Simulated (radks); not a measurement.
Results of a calculation; reference values are marked as such.
The chlorine ion Cl13+, 4 electrons, occupied as [He] 2s2. Code: a radial shooting solver on a logarithmic mesh with Libxc functionals. Model: scalar-relativistic Kohn-Sham, r2SCAN, spin-polarised, spherical densities, finite nucleus; meta-GGA in the generalised Kohn-Sham scheme; Fermi nuclear charge, rms radius 3.3654 fm.

Unscreened Slater integrals over Kohn-Sham orbitals (cm^-1). They are taken over the spin-up orbitals.

\begin{tabular}{lr}
integral & value \\ \hline
F0(2s,2s) & 513060 \\
F0(2s,1s) & 716950 \\
G0(2s,1s) & 69593 \\
F0(1s,1s) & 2288600 \\
\end{tabular}
